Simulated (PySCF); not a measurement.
# B- (boron, charge -1) across methods

[He] 2s2 2p2, high-spin 3P determinant. All numbers are calculated (PySCF 2.14, no relativity, point nucleus, in aug-cc-pwCVQZ).

| method | E (hartree) | mean ε 2s α (eV) | mean ε 2s β (eV) | mean ε 2p α (eV) | Σ⟨r²⟩ (bohr²) | ⟨S²⟩ |
| --- | --- | --- | --- | --- | --- | --- |
| M06 | -24.6545 | -4.691 | -3.115 | 1.259 | 48.50 | 2.003 |
| r2SCAN | -24.6598 | -3.817 | -1.937 | 1.679 | 44.97 | 2.007 |
| PBE0 | -24.6371 | -4.781 | -2.874 | 1.167 | 43.92 | 2.004 |
| PBE | -24.6348 | -3.490 | -2.057 | 1.777 | 48.04 | 2.003 |
| M06-L | -24.6646 | -3.826 | -1.956 | 1.855 | 45.29 | 2.009 |
| UHF | -24.52180 | -8.491 | -4.550 | -0.774 | 38.70 | 2.009 |
| TPSSh | -24.6820 | -4.154 | -2.233 | 1.607 | 43.59 | 2.005 |
| LDA | -24.3831 | -3.506 | -2.080 | 1.709 | 48.36 | 2.003 |

The highest occupied level is positive at M06, r2SCAN, PBE0, PBE, M06-L, TPSSh, LDA: only the finite basis holds that electron, which in a density functional comes from self-interaction.
